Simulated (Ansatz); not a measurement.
Consider the formal loss of a carbene: `O[CH2][SnH2][Cl]` → `[CH2]` (triplet) + `[OH][SnH2][Cl]`.

Calculated with Ansatz (gas phase, PBE0-D4/def2-TZVP geometries, no zero-point term in ΔE). CBS: MP2 limit from def2 TZ/QZ plus the TZ coupled-cluster correction, frozen cores. This one scheme is used for every species. DFT in def2-TZVPP. Triplets are unrestricted, without spin–orbit coupling. Elements past krypton have def2 core potentials. For Sn outer-core shells are correlated without core-valence functions, which leaves a few kJ/mol of doubt a bond. Each species was taken in one conformer, which may not be the lowest.

```
         level  ΔE (eV)
       ωB97X-V     3.52
CCSD/CBS(def2)     3.27
```

Question: What does CCSD(T)/CBS give? (An estimate is asked.)

Answer: Computed: +3.38 eV. The listed levels differ from it by 0.14, -0.11 eV.

Largest T1 diagnostic among the species: 0.013.

The D4 term adds +0.10 eV with B3LYP and +0.05 eV with PBE0; it sums over pairs of atoms, weighted by their polarisabilities, and B3LYP, whose exchange is more repulsive, gets the larger term. From PBE to PBE0 (25 % exact exchange), in def2-TZVPP and without D4, ΔE moves by −0.08 eV. In def2-TZVPP, CCSD(T) changes the Hartree–Fock value by +1.43 eV (the triples alone add +0.11 eV) and MP2 by +1.51 eV.

B3LYP here is the variant with VWN-RPA as its local correlation; programs differ in this.
